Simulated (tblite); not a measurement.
Compound: C5H9GeNSe.
SMILES with atom numbers: `[CH3:1][CH2:2][C@:3]1([C:4]#[N:5])[CH2:6][Se:7][GeH2:8]1` (hydrogens: H9, H10, H11 on C1; H12, H13 on C2; H14, H15 on C6; H16, H17 on Ge8)

Computed with GFN2-xTB (tblite), gas phase: L-BFGS steps from a force-field or distance-geometry start until the largest atomic force falls under 0.01 eV/Å.

Step 28: E = -633.5541 eV
```
atom  x, y, z in Å  |  force x, y, z in eV/Å
C1      1.7382    0.6460   -0.9073    0.005  -0.010   0.009
C2      1.0874   -0.4599   -0.0906   -0.017  -0.013   0.002
C3     -0.2577   -0.0105    0.4795   -0.076   0.120  -0.165
C4     -0.1271    1.1683    1.2718    0.007  -0.060   0.063
N5     -0.0683    2.1236    1.9015   -0.006   0.056   0.021
C6     -0.9658   -1.1371    1.2433    0.003   0.016  -0.013
Se7    -2.1280   -1.9893   -0.1336   -0.081  -0.112   0.049
Ge8    -1.6893    0.1519   -0.9844    0.008   0.064   0.051
H9      1.0001    1.0593   -1.5982    0.098   0.059  -0.065
H10     2.5827    0.2708   -1.4797   -0.006  -0.032   0.017
H11     2.0909    1.4472   -0.2610   -0.044   0.011  -0.001
H12     0.9151   -1.3442   -0.7139   -0.014   0.008  -0.061
H13     1.7403   -0.7656    0.7316    0.056   0.033   0.013
H14    -1.6097   -0.7427    2.0286   -0.026  -0.020   0.063
H15    -0.2738   -1.8575    1.6758    0.000  -0.066   0.027
H16    -1.2610    0.2585   -2.4448    0.003  -0.007   0.010
H17    -2.7810    1.1933   -0.7286    0.090  -0.047  -0.021
```

Step 29: E = -633.5577 eV
```
atom  x, y, z in Å  |  force x, y, z in eV/Å
C1      1.7342    0.6507   -0.9087    0.015  -0.016   0.012
C2      1.0853   -0.4593   -0.0957   -0.024  -0.036   0.035
C3     -0.2584   -0.0121    0.4803   -0.133   0.138  -0.175
C4     -0.1237    1.1661    1.2750    0.022  -0.091   0.021
N5     -0.0509    2.1214    1.9029   -0.019   0.052   0.028
C6     -0.9696   -1.1372    1.2446    0.013   0.000   0.014
Se7    -2.1430   -1.9901   -0.1274   -0.030  -0.047   0.069
Ge8    -1.6875    0.1480   -0.9847    0.020   0.032   0.066
H9      1.0046    1.0575   -1.6130    0.084   0.047  -0.025
H10     2.5906    0.2860   -1.4713   -0.015  -0.041   0.048
H11     2.0678    1.4528   -0.2538   -0.026   0.035  -0.026
H12     0.9134   -1.3421   -0.7203   -0.024  -0.001  -0.074
H13     1.7366   -0.7686    0.7269    0.077   0.046  -0.007
H14    -1.6088   -0.7445    2.0359   -0.016  -0.008   0.025
H15    -0.2774   -1.8580    1.6760    0.004  -0.087   0.016
H16    -1.2515    0.2457   -2.4419    0.002  -0.006  -0.005
H17    -2.7687    1.1960   -0.7346    0.050  -0.018  -0.020
```

Problem. Estimate the geometry and energy of step 30. (The exact step hangs on the optimiser's Hessian estimate; all steps are aligned on step 29, rigid shifts and turns removed.)

Solution. E = -633.5605 eV, largest force 0.177 eV/Å
```
atom  x, y, z in Å  |  force x, y, z in eV/Å
C1      1.7307    0.6545   -0.9095    0.024  -0.004   0.012
C2      1.0829   -0.4593   -0.0999   -0.026  -0.034   0.038
C3     -0.2613   -0.0118    0.4781   -0.119   0.087  -0.098
C4     -0.1198    1.1632    1.2786    0.023  -0.066  -0.013
N5     -0.0354    2.1195    1.9042   -0.029   0.007   0.017
C6     -0.9725   -1.1373    1.2462    0.017  -0.009   0.031
Se7    -2.1567   -1.9911   -0.1207    0.017   0.022   0.078
Ge8    -1.6858    0.1451   -0.9843    0.016  -0.018   0.044
H9      1.0096    1.0564   -1.6261    0.070   0.029   0.010
H10     2.5977    0.2990   -1.4629   -0.024  -0.047   0.077
H11     2.0464    1.4589   -0.2479   -0.010   0.037  -0.050
H12     0.9114   -1.3403   -0.7273   -0.028   0.000  -0.068
H13     1.7350   -0.7707    0.7225    0.063   0.056  -0.032
H14    -1.6082   -0.7463    2.0428    0.003  -0.002  -0.016
H15    -0.2806   -1.8602    1.6766   -0.004  -0.070  -0.010
H16    -1.2430    0.2340   -2.4396    0.001  -0.005  -0.004
H17    -2.7571    1.1983   -0.7406    0.008   0.016  -0.015
```

The energy changes by -0.0028 eV. The first-order estimate −F·Δx gives -0.0041 eV and the mean of the old and new forces, exact on a quadratic surface, -0.0028 eV. The step makes an angle of 76° with the force vector and moves no atom by more than 0.023 Å.

What follows is the cost of the whole relaxation. The run took 1.4 s of wall time on one thread of an Arm Neoverse N1, on a shared host.
